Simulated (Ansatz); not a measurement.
Pb₂Se₃⁺. Charge 1, multiplicity 2. Geometry PBE-D4/def2-SVP; atoms count from 1.

```
atom    x (Å)    y (Å)    z (Å)
 Pb1  -0.9684   1.4703   0.9831
 Pb2   1.3409  -1.4345  -0.4586
 Se3  -1.5262  -0.8918  -0.6480
 Se4  -0.1611   0.7296  -1.7281
 Se5   1.3148   0.1264   1.8516
```

In the def2 sets Pb takes a core potential; there is no spin–orbit coupling. The structure comes from a short search, and lower isomers may exist.

(1) Estimate the Mulliken populations from the PBE0/def2-TZVP orbitals of Ansatz.

(2) Where does the spin sit?

(3) And the Mayer bond orders between bonded heavy atoms (over 0.3)?

## Answers

(1) 
```
atom  charge (e)  spin (α − β)
 Pb1        0.73         -0.10
 Pb2        0.73         -0.10
 Se3       -0.12          0.21
 Se4       -0.12          0.21
 Se5       -0.22          0.79
```
Mulliken values and Mayer orders depend strongly on the basis.

(2) Summed by element: Pb -0.21, Se 1.21, of 1 unpaired in all. Largest on single atoms: Se5 0.79, Se3 0.21, Se4 0.21.

(3) Pb1–Se3 0.57 (2.92 Å); Pb1–Se4 0.57 (2.92 Å); Pb1–Se5 0.83 (2.79 Å); Pb2–Se3 0.57 (2.92 Å); Pb2–Se4 0.57 (2.92 Å); Pb2–Se5 0.83 (2.79 Å); Se3–Se4 1.13 (2.38 Å).
